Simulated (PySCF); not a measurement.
# Vertical excitation energies

Species: C4H6ClFO2.
SMILES with atom numbers: `[CH3:1][C@@:2]([F:3])([Cl:4])[CH2:5][C:6](=[O:7])[OH:8]` (hydrogens: H9, H10, H11 on C1; H12, H13 on C5; H14 on O8)

Computed, not measured: TDDFT PBE0/def2-SVPD, vertical, gas phase, core orbitals frozen in the response in PySCF. One conformer (not necessarily the lowest) at the GFN2-xTB geometry, without solvent, vibrations or thermal averaging. Torsions of this conformer, `[CH3:1][C@@:2]([F:3])([Cl:4])[CH2:5][C:6](=[O:7])[OH:8]`: C1–C2–C5–C6 67°, C2–C5–C6–O7 -57°, H–O8–C6–C5 -179°.

Question: List the vertical singlet excitations with oscillator strengths and describe the spectrum.

Answer: 

```json
{"state": "S1", "E (eV)": "5.76", "E (kJ/mol)": "556", "λ (nm)": "215.1", "f": "0.0021", "main configurations (H = HOMO, L = LUMO)": "H→L (88%)"}
{"state": "S2", "E (eV)": "7.02", "E (kJ/mol)": "677", "λ (nm)": "176.6", "f": "0.0069", "main configurations (H = HOMO, L = LUMO)": "H-1→L (79%), H-1→L+2 (12%)"}
{"state": "S3", "E (eV)": "7.30", "E (kJ/mol)": "704", "λ (nm)": "169.9", "f": "0.0065", "main configurations (H = HOMO, L = LUMO)": "H-2→L (72%), H-2→L+2 (13%)"}
{"state": "S4", "E (eV)": "7.56", "E (kJ/mol)": "729", "λ (nm)": "164.0", "f": "0.069", "main configurations (H = HOMO, L = LUMO)": "H→L+1 (86%)"}
{"state": "S5", "E (eV)": "7.77", "E (kJ/mol)": "749", "λ (nm)": "159.7", "f": "0.0013", "main configurations (H = HOMO, L = LUMO)": "H→L+2 (46%), H-1→L+2 (24%), H-1→L (12%)"}
{"state": "S6", "E (eV)": "7.93", "E (kJ/mol)": "765", "λ (nm)": "156.4", "f": "0.023", "main configurations (H = HOMO, L = LUMO)": "H-1→L+2 (37%), H→L+2 (33%), H-1→L+1 (12%)"}
{"state": "S7", "E (eV)": "8.14", "E (kJ/mol)": "785", "λ (nm)": "152.3", "f": "0.0099", "main configurations (H = HOMO, L = LUMO)": "H-2→L+2 (58%), H-2→L+1 (19%), H-2→L (10%)"}
{"state": "S8", "E (eV)": "8.35", "E (kJ/mol)": "806", "λ (nm)": "148.4", "f": "0.082", "main configurations (H = HOMO, L = LUMO)": "H-3→L (37%), H→L+3 (29%), H-1→L+1 (9%)"}
```

Triplets, Tamm–Dancoff:

```
state  E (eV)  λ (nm)  main configurations (H = HOMO, L = LUMO)
   T1    5.25   236.2                                 H→L (86%)
   T2    6.12   202.8                 H-3→L (79%), H-3→L+2 (9%)
   T3    6.46   192.0                H-1→L (46%), H-1→L+2 (33%)
```

The lowest singlet comes at 215 nm (556 kJ/mol) in the ultraviolet; it is very weak; its leading configuration is HOMO→LUMO (88%). The most intense listed level is S8 at 8.35 eV (148 nm, f = 0.082), 2.59 eV above S1. It is the last of those listed, so stronger ones may follow. S1 has the pattern of n→π* at C=O. Orbital energies (eV): HOMO-3 -9.91, HOMO-2 -9.22, HOMO-1 -8.93, HOMO -8.55, LUMO -0.63, LUMO+1 0.22, LUMO+2 0.42. Weighted by f, the mean energy of these states is 7.91 eV. The oscillator strengths of these states sum to 0.201; summed over the whole spectrum of an exact calculation they would give the number of electrons, 72 (Thomas–Reiche–Kuhn). Singlets were solved by full linear response, triplets in the Tamm–Dancoff approximation.
